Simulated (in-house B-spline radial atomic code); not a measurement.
Computed with a B-spline radial atomic code. Model: two electrons, singlet ground state, non-relativistic, full CI in B-splines with partial waves to l = 8 (at full coupling up to 3e-4 hartree above the limit, correlation up to 0.6 % small), density held at that of full coupling by Lieb maximisation.

Along the adiabatic connection the electron repulsion is scaled by a coupling λ while a local potential keeps the density fixed. At λ = 0 the system is the Kohn-Sham one and W equals the exchange energy; the exchange-correlation energy is the area under W between 0 and 1. The kinetic energy rises with λ as the electrons avoid each other, with dT/dλ = −λ dW/dλ.

Command:
```bash
python run_ac.py task.json out
```
Settings (lengths in bohr, energies in hartree):
```
potential              gauss
strength               7.69
lmax                   8
second                 6.38
```

Run time, properties included: 54 s on 1 thread of Intel(R) Xeon(R) Processor @ 2.30GHz (shared host).

**W = mean repulsion less Hartree energy, and W of three functionals.**

Given: confinement Gaussian well; well depth 7.69 hartree; well width 6.38 bohr; external potential -V exp(-r^2/w^2).

Computed: LDA exchange minus exact 80.782 millihartree; SCAN exchange minus exact 1.5172 millihartree.

```json
{"coupling": "0", "W xc (hartree)": "-0.55903", "W xc minus exchange (millihartree)": "0", "kinetic minus Kohn-Sham (millihartree)": "0", "LDA (PW92) W minus its exchange (millihartree)": "0", "PBE W minus its exchange (millihartree)": "0", "SCAN W minus its exchange (millihartree)": "0"}
{"coupling": "0.02", "W xc (hartree)": "-0.56102", "W xc minus exchange (millihartree)": "-1.989", "kinetic minus Kohn-Sham (millihartree)": "0.02", "LDA (PW92) W minus its exchange (millihartree)": "-10.59", "PBE W minus its exchange (millihartree)": "-3.26", "SCAN W minus its exchange (millihartree)": "-1.88"}
{"coupling": "0.05", "W xc (hartree)": "-0.56394", "W xc minus exchange (millihartree)": "-4.911", "kinetic minus Kohn-Sham (millihartree)": "0.12", "LDA (PW92) W minus its exchange (millihartree)": "-21.17", "PBE W minus its exchange (millihartree)": "-7.82", "SCAN W minus its exchange (millihartree)": "-4.61"}
{"coupling": "0.12", "W xc (hartree)": "-0.57048", "W xc minus exchange (millihartree)": "-11.447", "kinetic minus Kohn-Sham (millihartree)": "0.68", "LDA (PW92) W minus its exchange (millihartree)": "-39.36", "PBE W minus its exchange (millihartree)": "-17.37", "SCAN W minus its exchange (millihartree)": "-10.64"}
{"coupling": "0.25", "W xc (hartree)": "-0.58165", "W xc minus exchange (millihartree)": "-22.623", "kinetic minus Kohn-Sham (millihartree)": "2.73", "LDA (PW92) W minus its exchange (millihartree)": "-63.65", "PBE W minus its exchange (millihartree)": "-32.46", "SCAN W minus its exchange (millihartree)": "-20.87"}
{"coupling": "0.4", "W xc (hartree)": "-0.59317", "W xc minus exchange (millihartree)": "-34.137", "kinetic minus Kohn-Sham (millihartree)": "6.45", "LDA (PW92) W minus its exchange (millihartree)": "-84.66", "PBE W minus its exchange (millihartree)": "-47.05", "SCAN W minus its exchange (millihartree)": "-31.43"}
{"coupling": "0.6", "W xc (hartree)": "-0.60656", "W xc minus exchange (millihartree)": "-47.531", "kinetic minus Kohn-Sham (millihartree)": "13.12", "LDA (PW92) W minus its exchange (millihartree)": "-106.49", "PBE W minus its exchange (millihartree)": "-63.38", "SCAN W minus its exchange (millihartree)": "-43.87"}
{"coupling": "0.8", "W xc (hartree)": "-0.6181", "W xc minus exchange (millihartree)": "-59.067", "kinetic minus Kohn-Sham (millihartree)": "21.16", "LDA (PW92) W minus its exchange (millihartree)": "-124", "PBE W minus its exchange (millihartree)": "-77.16", "SCAN W minus its exchange (millihartree)": "-54.79"}
{"coupling": "1", "W xc (hartree)": "?", "W xc minus exchange (millihartree)": "?", "kinetic minus Kohn-Sham (millihartree)": "?", "LDA (PW92) W minus its exchange (millihartree)": "?", "PBE W minus its exchange (millihartree)": "?", "SCAN W minus its exchange (millihartree)": "?"}
{"coupling": "1.4", "W xc (hartree)": "-0.64457", "W xc minus exchange (millihartree)": "-85.546", "kinetic minus Kohn-Sham (millihartree)": "49.77", "LDA (PW92) W minus its exchange (millihartree)": "-162.06", "PBE W minus its exchange (millihartree)": "-108.74", "SCAN W minus its exchange (millihartree)": "-80.91"}
{"coupling": "2", "W xc (hartree)": "?", "W xc minus exchange (millihartree)": "?", "kinetic minus Kohn-Sham (millihartree)": "?", "LDA (PW92) W minus its exchange (millihartree)": "?", "PBE W minus its exchange (millihartree)": "?", "SCAN W minus its exchange (millihartree)": "?"}
{"coupling": "3", "W xc (hartree)": "-0.68379", "W xc minus exchange (millihartree)": "-124.76", "kinetic minus Kohn-Sham (millihartree)": "131.98", "LDA (PW92) W minus its exchange (millihartree)": "-218.22", "PBE W minus its exchange (millihartree)": "-158.23", "SCAN W minus its exchange (millihartree)": "-123.14"}
{"coupling": "4.5", "W xc (hartree)": "-0.70308", "W xc minus exchange (millihartree)": "-144.05", "kinetic minus Kohn-Sham (millihartree)": "203.11", "LDA (PW92) W minus its exchange (millihartree)": "-247.59", "PBE W minus its exchange (millihartree)": "-185.04", "SCAN W minus its exchange (millihartree)": "-145.26"}
{"coupling": "7", "W xc (hartree)": "-0.72158", "W xc minus exchange (millihartree)": "-162.55", "kinetic minus Kohn-Sham (millihartree)": "307.21", "LDA (PW92) W minus its exchange (millihartree)": "-277.71", "PBE W minus its exchange (millihartree)": "-212.97", "SCAN W minus its exchange (millihartree)": "-166.35"}
{"coupling": "10", "W xc (hartree)": "-0.73448", "W xc minus exchange (millihartree)": "-175.45", "kinetic minus Kohn-Sham (millihartree)": "415.21", "LDA (PW92) W minus its exchange (millihartree)": "-300.1", "PBE W minus its exchange (millihartree)": "-233.95", "SCAN W minus its exchange (millihartree)": "-180.13"}
```

Question: What belongs in the row 1?

Answer: W xc (hartree): -0.62811; W xc minus exchange (millihartree): -69.078; kinetic minus Kohn-Sham (millihartree): 30.15; LDA (PW92) W minus its exchange (millihartree): -138.62; PBE W minus its exchange (millihartree): -89.05; SCAN W minus its exchange (millihartree): -64.47.

Question: What belongs in the row 2?

Answer: W xc (hartree): -0.66301; W xc minus exchange (millihartree): -103.98; kinetic minus Kohn-Sham (millihartree): 80.8; LDA (PW92) W minus its exchange (millihartree): -188.13; PBE W minus its exchange (millihartree): -131.38; SCAN W minus its exchange (millihartree): -100.2.

Question: What is the PBE exchange minus exact?

Answer: 23.822 millihartree.

**Energy parts, natural occupations and partial-wave weights.**

Computed: total energy -13.0376 hartree; exchange energy -0.55903 hartree; kinetic part of the DFT correlation energy 0.030152 hartree; kinetic part over minus potential part 0.43649; Hartree energy 1.1181 hartree; Kohn-Sham kinetic 0.74218 hartree; Lieb Oxford ratio E_xc over LDA exchange 1.2503.

```csv
natural,occupation of the shell (electrons)
s,1.9553
p,0.040827
s,?
d,0.0010564
p,0.00024093
f,0.0001227
```

Question: What belongs in the row s?

Answer: occupation of the shell (electrons): 0.0023325.

| wave | weight |
| --- | --- |
| s | 0.97882 |
| p | ? |
| d | 0.0005514 |
| f | 6.7586e-05 |
| g | 1.4749e-05 |

Question: What belongs in the row p?

Answer: weight: 0.020541.

Question: What is the correlation energy?

Answer: -0.038926 hartree.

Question: What is the initial slope twice GL2?

Answer: -0.10029 hartree.

Half-way to full coupling W has made 59 % of its drop, against 50 % for a straight line, and second-order (GL2) theory, half the initial slope, overshoots the correlation energy by about 29 %: a moderate bend, as in light atoms. Over couplings 0 to 1 the errors in E_xc come to about +31 millihartree for LDA, +11 millihartree for PBE, +4.4 millihartree for SCAN, so SCAN is nearest. In LDA and PBE the errors of exchange and correlation have opposite signs, so the sum is smaller than the larger of the two.
